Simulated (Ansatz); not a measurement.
Consider the ligand exchange at a B–S bond: `CCOBS` + H–F → `CCOBF` + H₂S.

Computed with Ansatz on PBE0-D4/def2-TZVP structures; ΔE is electronic, products minus reactants. CCSD(T)/CBS is the MP2 limit (def2-TZVPP, def2-QZVPP) plus CCSD(T) − MP2 in def2-TZVPP, frozen cores. This one scheme is used for every species. DFT in def2-TZVPP. B3LYP here is the variant with VWN-RPA as its local correlation; programs differ in this. Each species was taken in one conformer, which may not be the lowest.

`CCOBS`:

```xyz
12

C    -0.623   -1.747    0.004
C    -0.956   -0.289   -0.193
O     0.176    0.412   -0.687
B     0.818    1.331    0.053
S     2.266    2.124   -0.684
H     0.153   -1.870    0.763
H    -1.511   -2.295    0.330
H    -0.266   -2.190   -0.927
H    -1.752   -0.172   -0.933
H    -1.292    0.167    0.744
H     0.455    1.621    1.158
H     2.530    2.907    0.372
```

H–F:

Cartesian coordinates in Å:
```
F 0.275 0.352 -0.111
H -0.275 -0.352 0.111
```

`CCOBF`:

Z-matrix (Å, degrees):
```
C
C 1 1.508
H 1 1.092 2 110.9
H 1 1.093 2 110.1 3 -119.8
H 1 1.091 2 110.6 3 120.3
O 2 1.421 1 110.3 3 -63.4
H 2 1.093 1 110.7 3 178.4
H 2 1.095 1 110.9 3 58.6
B 6 1.338 2 121.8 1 112.9
F 9 1.326 6 117.7 2 -178.9
H 9 1.199 6 123.1 2 1.1
```

H₂S:

```xyz
3

S    -0.053   -0.501   -0.361
H    -0.010    0.818   -0.602
H     0.063   -0.317    0.963
```

```json
{"level": "r2SCAN-D4", "ΔE (kcal/mol)": "-18.3", "difference from CCSD(T)/CBS": "-1.2"}
{"level": "B3LYP-D4", "ΔE (kcal/mol)": "-19.0", "difference from CCSD(T)/CBS": "-1.9"}
{"level": "ωB97X-V", "ΔE (kcal/mol)": "-19.0", "difference from CCSD(T)/CBS": "-1.9"}
{"level": "ωB97M-V", "ΔE (kcal/mol)": "-19.1", "difference from CCSD(T)/CBS": "-2.0"}
{"level": "r2SCAN", "ΔE (kcal/mol)": "-18.6", "difference from CCSD(T)/CBS": "-1.5"}
{"level": "PBE0", "ΔE (kcal/mol)": "-17.4", "difference from CCSD(T)/CBS": "-0.3"}
{"level": "B3LYP", "ΔE (kcal/mol)": "-20.5", "difference from CCSD(T)/CBS": "-3.4"}
{"level": "HF/def2-TZVPP", "ΔE (kcal/mol)": "-23.9", "difference from CCSD(T)/CBS": "-6.8"}
{"level": "MP2/def2-TZVPP", "ΔE (kcal/mol)": "-16.7", "difference from CCSD(T)/CBS": "0.4"}
{"level": "SCS-MP2/def2-TZVPP", "ΔE (kcal/mol)": "-18.4", "difference from CCSD(T)/CBS": "-1.3"}
{"level": "CCSD/def2-TZVPP", "ΔE (kcal/mol)": "-19.2", "difference from CCSD(T)/CBS": "-2.1"}
{"level": "MP2/def2-QZVPP", "ΔE (kcal/mol)": "-16.2", "difference from CCSD(T)/CBS": "0.9"}
{"level": "SCS-MP2/def2-QZVPP", "ΔE (kcal/mol)": "-17.9", "difference from CCSD(T)/CBS": "-0.8"}
{"level": "HF/CBS(def2)", "ΔE (kcal/mol)": "-24.1", "difference from CCSD(T)/CBS": "-7.0"}
{"level": "MP2/CBS(def2)", "ΔE (kcal/mol)": "-15.6", "difference from CCSD(T)/CBS": "1.5"}
{"level": "CCSD/CBS(def2)", "ΔE (kcal/mol)": "-18.1", "difference from CCSD(T)/CBS": "-1.0"}
{"level": "CCSD(T)/CBS", "ΔE (kcal/mol)": "-17.1", "difference from CCSD(T)/CBS": "0"}
```

Largest T1 diagnostic among the species: 0.013.

The D4 term adds +1.5 kcal/mol with B3LYP and +0.8 kcal/mol with PBE0; it sums over pairs of atoms, weighted by their polarisabilities, and B3LYP, whose exchange is more repulsive, gets the larger term. In def2-TZVPP, CCSD(T) changes the Hartree–Fock value by +5.8 kcal/mol (the triples alone add +1.0 kcal/mol) and MP2 by +7.2 kcal/mol.
